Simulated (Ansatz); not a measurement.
Geometry optimisation, RHF/def2-SVP in Ansatz 0.2.0.

Input:

```yaml
crystal:
  periodic: [false, false, false]
  atoms:
    - { symbol: Sn, position_ang: [0.356717, -0.246811, -0.612015] }
    - { symbol: O, position_ang: [-0.880258, -0.257516, 2.301025] }
    - { symbol: H, position_ang: [-1.258135, -0.926775, 2.868933] }
    - { symbol: H, position_ang: [1.477738, -0.23382, -1.915611] }
    - { symbol: C, position_ang: [-0.647333, 1.65848, -0.515012] }
    - { symbol: H, position_ang: [-1.484914, 1.571354, 0.183494] }
    - { symbol: H, position_ang: [0.035545, 2.435322, -0.150609] }
    - { symbol: H, position_ang: [-1.018786, 1.9536, -1.503533] }
    - { symbol: H, position_ang: [-0.725787, -1.548723, -0.858785] }
    - { symbol: H, position_ang: [1.29204, -0.540122, 0.819039] }
    - { symbol: H, position_ang: [0.064573, -0.486888, 2.227076] }
basis:
  gaussian: { orbitals: def2-SVP }
hamiltonian:
  xc: hf
relax:
  f_tol: 0.03
  max_steps: 50
```

Run as:

```bash
$ ansatz run input.yaml --threads 2 --pin off --max-ram 3072MiB --backend cpu --events-out ev --progress --plain --runs-dir out
```

Task: Where does it end, and by what steps?

Result: It converged. The force dipped under the threshold on the way, but the program's further checks kept it going. After 12 steps the energy has fallen by 0.157 eV; H11 moved furthest, 0.81 Å.

| step | energy less start (eV) | largest force component (eV/Å) | accepted |
| --- | --- | --- | --- |
| 0 | 0.0000 | 1.616 | yes |
| 1 | -0.0884 | 0.575 | yes |
| 2 | -0.1054 | 0.898 | yes |
| 3 | -0.1263 | 0.375 | yes |
| 4 | -0.1389 | 0.268 | yes |
| 5 | -0.1513 | 0.057 | yes |
| 6 | -0.1529 | 0.088 | yes |
| 7 | -0.1115 | 1.404 | no |
| 8 | -0.1551 | 0.008 | yes |
| 9 | -0.1482 | 0.664 | no |
| 10 | -0.1556 | 0.148 | yes |
| 11 | -0.1557 | 0.087 | yes |
| 12 | -0.1565 | 0.007 | yes |

```xyz
11
Properties=species:S:1:pos:R:3
Sn 0.471 -0.210 -0.686
O -1.022 -0.299 2.393
H -1.477 -1.128 2.386
H 1.289 -0.277 -2.199
C -0.569 1.671 -0.506
H -1.105 1.686 0.442
H 0.138 2.501 -0.532
H -1.279 1.793 -1.324
H -0.611 -1.538 -0.632
H 1.654 -0.396 0.541
H -0.276 -0.426 2.960
```

Run time: 15 s on 2 threads of Arm Neoverse V2, on a shared host, peak memory 0.18 GiB.
